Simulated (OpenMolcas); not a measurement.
# Mn4+: Racah parameters, worked from levels

| Property | Result |
| --- | --- |
| Program | OpenMolcas |
| Basis | ANO-R1 [5s3p3d1f] |
| Scalar Hamiltonian | X2C, finite nucleus |
| Active space | 3 electrons in 5 orbitals (3d) |
| State averaging | 2S+1 = 4 even, 10 roots; 2S+1 = 2 even, 40 roots |
| Spin-orbit coupling | state interaction with AMFI integrals over the reference wave functions, term energies averaged over their components |

Methods: CASSCF; MS-CASPT2, IPEA 0.25 Eh, imaginary shift 0.1 Eh (closed shells correlated: 3s 3p). Measured levels: Corliss and Sugar, J. Phys. Chem. Ref. Data 6, 1253 (1977).

**Racah parameters.** Above ⁴F, d3 has ⁴P at 15B, ²G at 4B + 3C and ²H at 9B + 3C. The first two fix B and C, and the third tests them; where it misses by thousands of cm-1, two parameters do not describe the configuration (Trees and configuration-interaction terms are left out) and B and C hang on the terms chosen. Term energies are centres of gravity, weighted by 2J + 1.

| Source | ⁴P | ²G | B | C | C/B | ²H from B, C | ²H found |
| --- | --- | --- | --- | --- | --- | --- | --- |
| CASSCF | 20123 | 20545 | 1342 | 5060 | 3.77 | 27258 | 27253 |
| MS-CASPT2 | 16982 | 18283 | 1132 | 4585 | 4.05 | 23943 | 26112 |
| measured | 15975 | 17354 | 1065 | 4365 | 4.10 | 22680 | 24351 |

Energies in cm-1. From CASSCF to MS-CASPT2, B changes by -15.6 % and C by -9.4 %. Against the measured terms, MS-CASPT2 has B off by +6.3 % and C by +5.0 %.

Term energies are means over components that CASPT2 splits; among the terms shown or strongly mixed into the levels shown the widest spread is 720 cm-1 (3d³ ⁴F, MS-CASPT2). The basis is small and was not contracted for so high a charge. Without dynamic correlation excited terms often stand tens of per cent too high (terms of higher spin than the ground term too low), and those without a measured partner can miss by more than the paired ones (holds for CASSCF). Computed and measured levels are paired by configuration, term and J; levels that our copy of the source lacks, or whose pairing is in doubt (as where it misses far off the trend of its configuration), stay unpaired and out of the deviations. Levels of configurations outside the active space are missing.
